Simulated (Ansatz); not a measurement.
Input for Ansatz (a first-principles code): U-r2SCAN/cc-pV(T+d)Z on C2H5Al (SMILES C=[CH][AlH2]), a point of a bond scan (R = 2.941 Å). Files ending in .json are basis or fitting sets from the Basis Set Exchange.

Ansatz 0.2 input:
```yaml
crystal:
  periodic: [false, false, false]
  atoms:
    - {symbol: Al, position_ang: [-0.13640480, 0.16293037, 1.16257739]}
    - {symbol: H, position_ang: [-0.81514489, 1.59101670, 1.21761631]}
    - {symbol: H, position_ang: [0.17826312, -0.64444815, 2.48571591]}
    - {symbol: C, position_ang: [0.29151772, -0.55237827, -0.58963342]}
    - {symbol: C, position_ang: [0.01802875, 0.14494252, -1.69877918]}
    - {symbol: H, position_ang: [1.55493088, -3.18081893, -0.96878230]}
    - {symbol: H, position_ang: [0.24169125, -0.21989595, -2.69843926]}
    - {symbol: H, position_ang: [-0.44827436, 1.12572183, -1.65786457]}
basis:
  gaussian:
    orbitals: cc-pV_T+d_Z.json
hamiltonian:
  xc: {name: r2SCAN}
magnetization: {spin_polarized: true, initial_magnetization: 0}
```

The head of its log:

```
WARN ansatz: RAYON_NUM_THREADS=1 ignored (pool sized by the plan → 1); use --threads N
Functional definition: r2SCAN
integrals: 0.07 GiB planned
914 factors; their error is unknown
mean field: 0.71 GiB planned
mean field evaluation 1: about -8726.3737 eV, gradient 4.7e1 eV
mean field evaluation 2: about -8658.8031 eV, gradient 9.4e1 eV
```

### Question
Give the final energy of this run.

### Answer
-321.3950 hartree. Its determinant has ⟨S²⟩ = 0.92, a mixture of spin states.
